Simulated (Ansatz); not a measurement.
Frontier orbitals of BH6NSn (`N[BH][SnH3]`).

```xyz
9

N     0.841    1.320    0.761
B     0.919    0.194   -0.039
Sn   -0.938   -0.985   -0.508
H     1.646    1.879    0.997
H    -0.014    1.667    1.164
H     1.992   -0.123   -0.464
H    -0.844   -2.611    0.017
H    -1.283   -1.039   -2.184
H    -2.318   -0.301    0.255
```

Charge 0, multiplicity 1. Correlated methods include outer-core shells of Sn, which these sets cover unevenly. Sn takes the def2 core potential. The structure was optimised at the PBE0-D4/def2-TZVP level. It is one conformer, not always the lowest. Basis def2-TZVPP, the Gaussian-basis code of Ansatz.

| functional | HOMO (eV) | LUMO (eV) |
| --- | --- | --- |
| BLYP | -6.26 | -1.39 |

(1) Give HOMO and LUMO (eV) with LDA (SPW92), PBE, revPBE, r2SCAN, B97M-V, PBE0, B3LYP, r2SCANh, r2SCAN0, HSE06 (plane-wave form), BHLYP, CAM-B3LYP, LC-ωPBE, ωB97X-V, ωB97M-V, HF. (Estimate.)

Results:

(1) The calculation gave: 
```
             functional    HOMO   LUMO
            LDA (SPW92)   -6.47  -1.74
                    PBE   -6.37  -1.54
                 revPBE   -6.33  -1.45
                 r2SCAN   -6.61  -1.28
                 B97M-V   -6.69  -1.35
                   PBE0   -7.50  -0.63
                  B3LYP   -7.32  -0.83
                r2SCANh   -7.02  -0.95
                r2SCAN0   -7.65  -0.48
HSE06 (plane-wave form)   -7.10  -1.00
                  BHLYP   -8.54   0.33
              CAM-B3LYP   -8.80   0.46
                LC-ωPBE  -10.11   1.57
                ωB97X-V   -9.78   1.46
                ωB97M-V   -9.60   1.24
                     HF  -10.15   2.47
```

B3LYP here is the variant with VWN-RPA as its local correlation; programs differ in this. LC-ωPBE has ω = 0.4 bohr⁻¹. Positive LUMOs are unbound and depend on the basis.
